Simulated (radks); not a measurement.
Species: Pb65+. Configuration: [Ne] 3s2 3p5.

Calculated with a radial shooting solver on a logarithmic mesh with Libxc functionals: scalar-relativistic Kohn-Sham, r2SCAN, spin-polarised, spherical densities, finite nucleus; open shells are filled with parallel spins first (spin-orbit coupling, left out, can overturn this in heavy ions); meta-GGA in the generalised Kohn-Sham scheme; Fermi nuclear charge, rms radius 5.5012 fm.

Energy parts (hartree):
part                       energy
total                 -16040.5989
kinetic                18656.3060
electron-nucleus      -36069.7210
Hartree                 1568.3205
exchange-correlation    -195.5044

Orbitals (lengths in bohr, moments of r in powers of bohr):
| orbital | occ. | eigenvalue (hartree) | <r^2> | <r^4> |
|---|---|---|---|---|
| 1s up | 1 | -3435.972 | 0.0003574 | 3.536e-07 |
| 1s down | 1 | -3435.733 | 0.0003573 | 3.535e-07 |
| 2s up | 1 | -769.7024 | 0.005313 | 0.00004865 |
| 2s down | 1 | -769.6291 | 0.005312 | 0.00004861 |
| 2p up | 3 | -688.2329 | 0.004498 | 0.00003976 |
| 2p down | 3 | -688.0591 | 0.004498 | 0.00003974 |
| 3s up | 1 | -304.0941 | 0.03045 | 0.001360 |
| 3s down | 1 | -303.5575 | 0.03048 | 0.001363 |
| 3p up | 3 | -280.1337 | 0.03047 | 0.001407 |
| 3p down | 2 | -279.5920 | 0.03050 | 0.001411 |
| 3d up | 0 | -260.4329 | 0.02392 | 0.0009444 |
| 3d down | 0 | -260.0012 | 0.02391 | 0.0009442 |
| 4s up | 0 | -158.6327 | 0.1064 | 0.01560 |
| 4s down | 0 | -158.3763 | 0.1067 | 0.01569 |
| 4p up | 0 | -148.9998 | 0.1106 | 0.01708 |
| 4p down | 0 | -148.7622 | 0.1110 | 0.01719 |

The highest occupied level is 3p down at -7608.1 eV. Summed over all electrons, <r^2> = 0.2517 bohr^2, which gives a Langevin (diamagnetic) susceptibility term of -0.199 x 10^-6 cm^3/mol. The electron density at the nucleus is 2.949e+06 e/bohr^3 (large components only). The density falls to 0.001 e/bohr^3 at r = 0.51 bohr. For comparison, the ionisation energy in NIST's Atomic Spectra Database is 7500 eV (theoretical). In exact Kohn-Sham theory the highest level is minus the ionisation energy, but local and semilocal functionals leave it too shallow, through self-interaction and a potential that decays too fast; potentials with the right tail come closer. The spin density at the nucleus is 7.0 e/bohr^3 (1s -118.2, 2s 58.6, 3s 66.5). Spin moment in Bohr magnetons: 1.
